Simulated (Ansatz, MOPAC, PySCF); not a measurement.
Noncovalent pair: NH3 (SMILES N) (first 4 atoms) with CH2F2 (SMILES FCF); geometry from B3LYP-D3(BJ)/def2-TZVP.
(charge 0, multiplicity 1):
```xyz
9

N     -0.0090    -0.0988    -0.1190
H     -1.0216    -0.0822    -0.1719
H      0.3188     0.8328    -0.3489
H      0.3213    -0.7233    -0.8461
F     -1.0453    -0.4692     3.6103
C      0.2775    -0.3639     3.2759
F      0.7269     0.8550     3.7043
H      0.3679    -0.4130     2.1900
H      0.8276    -1.1387     3.8133
```

Monomers are frozen at their geometry in the pair; levels with a basis set take the counterpoise correction. Rows marked so take none.

Frozen-core correlation. Rows in 3-21G carry no dispersion term and start afresh at each structure. The state that PM6 reach isn't checked.

The values were computed with Ansatz (a program for electronic structure) with Gaussian orbitals; MOPAC for PM6 (differences of heats of formation); PySCF for 3-21G rows, the dispersion terms. 

### Question
One of these levels gives -99.2 meV for the interaction energy. Name it.
(A) SCS-MP2/aug-cc-pVDZ
(B) PM6
(C) HF/3-21G (no counterpoise)
(D) PBE0-D3(BJ)/def2-TZVPPD

### Answer
A, SCS-MP2/aug-cc-pVDZ. The others give -118.0 (PM6), -275.2 (HF/3-21G (no counterpoise)), -146.4 (PBE0-D3(BJ)/def2-TZVPPD)
